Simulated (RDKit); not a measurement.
Input for RDKit: MMFF94 on H2O (SMILES O).

```python
from rdkit import Chem
from rdkit.Chem import AllChem, rdDetermineBonds

blocks = [
'''3

O     0.00000000   -0.00000000    0.40073248
H    -0.00000000    0.75701187   -0.20041624
H    -0.00000000   -0.75701187   -0.20041624
''',
]
mol = None
for b in blocks:
    f = Chem.MolFromXYZBlock(b)
    rdDetermineBonds.DetermineBonds(f, charge=0)
    mol = f if mol is None else Chem.CombineMols(mol, f)
Chem.SanitizeMol(mol)
print(Chem.MolToSmiles(Chem.RemoveHs(mol)))
ff = AllChem.MMFFGetMoleculeForceField(mol, AllChem.MMFFGetMoleculeProperties(mol), nonBondedThresh=100.0, ignoreInterfragInteractions=False)
e = ff.CalcEnergy()
print(f'MMFF94 energy {e:.6f} kcal/mol')
```

The log:

```
O
MMFF94 energy 0.019734 kcal/mol
```

The run finished.

Cost: around 0.03 core-seconds (rough).
